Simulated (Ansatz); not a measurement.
C$_{2}$H$_{5}$NSi (`[SiH3]C1C=N1`), 9 atoms. Total charge 0; spin multiplicity 1. All runs use 2 threads of an Arm Neoverse V2 on a shared host. Correlated methods freeze the cores.

Task: How many basis functions does each run have, and how long does it take in Ansatz? RKS PBE0-D4/def2-TZVP relaxation (6 steps); RHF-MP2/def2-QZVPP energy; RKS PBE0-D4/def2-TZVPP energy; RHF-CCSD(T)/def2-TZVPP energy; RKS ωB97X-V/def2-TZVPP energy; RKS PBE0-D4/def2-QZVPP energy; RHF-CCSD(T)/def2-SVP energy; direct RPA on PBE orbitals/def2-TZVPP energy; RKS ωB97M-V/def2-SVP energy; RKS PBE0-D4/def2-TZVP frequencies; RKS r2SCAN-D4/def2-TZVPP energy and forces; RKS B2PLYP (frozen core)/def2-TZVPP energy. (Estimate.)

Result: The calculation gave: Other jobs shared the machine, so times are rough.

| level | job | functions | wall time | peak host memory (GiB) |
| --- | --- | --- | --- | --- |
| RHF-CCSD(T)/def2-SVP | energy | 85 | 2 s | 0.41 |
| RKS PBE0-D4/def2-TZVPP | energy | 205 | 2.3 s | 0.37 |
| RKS ωB97M-V/def2-SVP | energy | 85 | 3.8 s | 0.41 |
| direct RPA on PBE orbitals/def2-TZVPP | energy | 205 | 3.9 s | 0.41 |
| RKS r2SCAN-D4/def2-TZVPP | energy and forces | 205 | 4.3 s | 0.24 |
| RKS B2PLYP (frozen core)/def2-TZVPP | energy | 205 | 4.4 s | 0.43 |
| RKS PBE0-D4/def2-QZVPP | energy | 391 | 6 s | 1 |
| RKS ωB97X-V/def2-TZVPP | energy | 205 | 7 s | 0.47 |
| RKS PBE0-D4/def2-TZVP | relaxation (6 steps) | 160 | 18 s | 0.31 |
| RHF-MP2/def2-QZVPP | energy | 391 | 19 s | 1.8 |
| RHF-CCSD(T)/def2-TZVPP | energy | 205 | 51 s | 2.6 |
| RKS PBE0-D4/def2-TZVP | frequencies | 160 | 98 s | 0.41 |
